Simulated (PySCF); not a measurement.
Compound: BrH8NSi3.
Bonds: Si1–N2, N2–Si3, N2–Si4, Si4–Br5. Hydrogens: H6, H7, H8 on Si1; H9, H10, H11 on Si3; H12, H13 on Si4.

Computed by this run: PBE0-D3(BJ)/def2-SVP geometry optimisation, gas phase in PySCF 2.14.0; density fitting, grid level 1; the optimiser is geomeTRIC in internal coordinates, started from a GFN2-xTB structure with every atom displaced at random (about 0.01 Å).

Step 7: E = -95265.5705 eV
```
atom  x, y, z in Å  |  force x, y, z in eV/Å
Si1     2.0158   -0.7611   -0.8419    0.015  -0.036  -0.043
N2      2.8648    0.5767   -0.0652   -0.014  -0.020   0.022
Si3     2.0987    2.1645    0.0108   -0.012   0.040   0.007
Si4     4.5490    0.4119    0.3268    0.022  -0.001  -0.026
Br5     5.8340    0.8583   -1.4503   -0.023  -0.005   0.022
H6      0.6070   -0.7987   -0.3532    0.002   0.004   0.020
H7      1.9938   -0.6300   -2.3311   -0.001   0.018   0.013
H8      2.7258   -2.0245   -0.4825   -0.009   0.021  -0.005
H9      0.6200    1.9600   -0.0177    0.017  -0.006   0.002
H10     2.5023    2.8464    1.2757    0.008  -0.009   0.001
H11     2.4877    3.0348   -1.1400    0.003  -0.016  -0.005
H12     4.8490   -0.9896    0.7197   -0.005   0.003   0.019
H13     4.9127    1.3886    1.3890   -0.003   0.008  -0.027
```

Step 8: E = -95265.5759 eV
```
atom  x, y, z in Å  |  force x, y, z in eV/Å
Si1     2.0123   -0.7392   -0.8555    0.031  -0.121  -0.023
N2      2.8683    0.5779   -0.0544    0.016  -0.002  -0.005
Si3     2.1145    2.1703   -0.0447   -0.064   0.103   0.015
Si4     4.5333    0.3871    0.3994    0.022   0.020  -0.049
Br5     5.8791    0.7912   -1.3460   -0.028  -0.005   0.043
H6      0.7169   -1.0051   -0.1635    0.006   0.005   0.021
H7      1.7149   -0.4282   -2.2871    0.020   0.045   0.019
H8      2.8914   -1.9453   -0.7905   -0.036   0.019   0.002
H9      0.6337    1.9681   -0.0088    0.030  -0.008   0.005
H10     2.5634    2.9276    1.1603    0.009  -0.023   0.010
H11     2.4538    2.9704   -1.2607    0.011  -0.031  -0.003
H12     4.8022   -1.0090    0.8300   -0.015  -0.012   0.003
H13     4.8770    1.3715    1.4614   -0.002   0.011  -0.040
```

**Question.** Estimate the geometry and energy of step 9. (The exact step hangs on the optimiser's Hessian estimate; all steps are aligned on step 8, rigid shifts and turns removed.)

**Answer.** E = -95265.5767 eV, largest force 0.075 eV/Å
```
atom  x, y, z in Å  |  force x, y, z in eV/Å
Si1     2.0149   -0.7456   -0.8552    0.013  -0.056  -0.033
N2      2.8650    0.5766   -0.0555    0.020  -0.017   0.018
Si3     2.1103    2.1694   -0.0301   -0.042   0.062   0.002
Si4     4.5343    0.3933    0.3846    0.015   0.008  -0.020
Br5     5.8681    0.7858   -1.3703   -0.023  -0.008   0.022
H6      0.6948   -0.9743   -0.1976    0.004   0.005   0.017
H7      1.7722   -0.4504   -2.3000    0.002   0.017   0.007
H8      2.8664   -1.9669   -0.7418   -0.016   0.022   0.006
H9      0.6300    1.9682   -0.0076    0.019  -0.007   0.005
H10     2.5519    2.9090    1.1884    0.007  -0.016   0.006
H11     2.4629    2.9813   -1.2343    0.005  -0.018  -0.002
H12     4.8062   -0.9992    0.8267   -0.005  -0.002  -0.001
H13     4.8836    1.3900    1.4327    0.002   0.010  -0.026
```

The energy changes by -0.0009 eV. The first-order estimate −F·Δx gives -0.0025 eV and the mean of the old and new forces, exact on a quadratic surface, -0.0018 eV. The step makes an angle of 84° with the force vector and moves no atom by more than 0.063 Å.

What follows is the cost of the whole optimisation. The run took 1.8 min on one thread, Intel Xeon at 2.60 GHz (x86_64), no GPU (shared host), and the process peaked at 0.59 GiB of memory.
